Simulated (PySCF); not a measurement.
Isomers of C7H9ClSi.

All values: PBE0/pcSseg-1 (PySCF) at GFN2-xTB geometries, gas phase, one conformer each.

Question: Rank by the lowest Hirshfeld charge on any atom, highest value first.
A. `[CH:1]#[C:2][C@@H:3]1[CH:4]=[CH:5][C@@H:6]([Cl:7])[SiH2:8][CH2:9]1` with C2–C3–C4–C5 -179°, C4–C5–C6–Cl7 -73°, C5–C6–Si8–C9 -31°, C6–Si8–C9–C3 -15°
B. `[CH2:1]=[C:2]([CH3:3])[C:4]1=[CH:5][CH:6]=[C:7]([Cl:8])[SiH2:9]1` with C1–C2–C4–C5 179°
C. `C[C@@H]1[SiH2]C=C1C#CCCl`

Answer: B (-0.116 e), C (-0.140 e), A (-0.152 e).

Question: Rank by HOMO energy, highest first.
A. `[CH:1]#[C:2][C@@H:3]1[CH:4]=[CH:5][C@H:6]([Cl:7])[C@H:8]1[SiH3:9]` with C2–C3–C4–C5 -134°, C4–C5–C6–Cl7 133°, C5–C6–C8–Si9 -144°, C2–C3–C8–C6 141°
B. `[CH2:1]=[C:2]([CH3:3])[C:4]1=[CH:5][CH:6]=[C:7]([Cl:8])[SiH2:9]1` with C1–C2–C4–C5 179°
C. `C[C@@H]1[SiH2]C=C1C#CCCl`
D. `[CH:1]#[C:2][C@@H:3]1[CH:4]=[CH:5][C@@H:6]([Cl:7])[SiH2:8][CH2:9]1` with C2–C3–C4–C5 -179°, C4–C5–C6–Cl7 -73°, C5–C6–Si8–C9 -31°, C6–Si8–C9–C3 -15°

Answer: B (-6.14 eV), C (-7.09 eV), D (-7.54 eV), A (-7.81 eV).

Question: Rank by the highest IAO charge on any atom, highest value first.
A. `[CH:1]#[C:2][C@@H:3]1[CH:4]=[CH:5][C@@H:6]([Cl:7])[SiH2:8][CH2:9]1` with C2–C3–C4–C5 -179°, C4–C5–C6–Cl7 -73°, C5–C6–Si8–C9 -31°, C6–Si8–C9–C3 -15°
B. `[CH:1]#[C:2][C@@H:3]1[CH:4]=[CH:5][C@H:6]([Cl:7])[C@H:8]1[SiH3:9]` with C2–C3–C4–C5 -134°, C4–C5–C6–Cl7 133°, C5–C6–C8–Si9 -144°, C2–C3–C8–C6 141°
C. `C[C@@H]1[SiH2]C=C1C#CCCl`

Answer: A (+0.765 e), C (+0.734 e), B (+0.593 e).

All values together:

```tsv
SMILES	μ (D)	HOMO (eV)	LUMO (eV)	lowest IAO charge (e)	highest IAO charge (e)	lowest Hirshfeld charge (e)	highest Hirshfeld charge (e)
C#C[C@@H]1C=C[C@@H](Cl)[SiH2]C1	1.89	-7.54	-0.85	-0.530 (C)	+0.765 (Si)	-0.152 (C)	+0.338 (Si)
C=C(C)C1=CC=C(Cl)[SiH2]1	1.96	-6.14	-2.01	-0.426 (C)	+0.737 (Si)	-0.116 (C)	+0.332 (Si)
C#C[C@@H]1C=C[C@H](Cl)[C@H]1[SiH3]	1.86	-7.81	-0.42	-0.376 (C)	+0.593 (Si)	-0.116 (C)	+0.311 (Si)
C[C@@H]1[SiH2]C=C1C#CCCl	1.50	-7.09	-1.21	-0.417 (C)	+0.734 (Si)	-0.140 (C)	+0.342 (Si)
```

Conformers: `[CH:1]#[C:2][C@@H:3]1[CH:4]=[CH:5][C@@H:6]([Cl:7])[SiH2:8][CH2:9]1` with C2–C3–C4–C5 -179°, C4–C5–C6–Cl7 -73°, C5–C6–Si8–C9 -31°, C6–Si8–C9–C3 -15°; `[CH2:1]=[C:2]([CH3:3])[C:4]1=[CH:5][CH:6]=[C:7]([Cl:8])[SiH2:9]1` with C1–C2–C4–C5 179°; `[CH:1]#[C:2][C@@H:3]1[CH:4]=[CH:5][C@H:6]([Cl:7])[C@H:8]1[SiH3:9]` with C2–C3–C4–C5 -134°, C4–C5–C6–Cl7 133°, C5–C6–C8–Si9 -144°, C2–C3–C8–C6 141°.
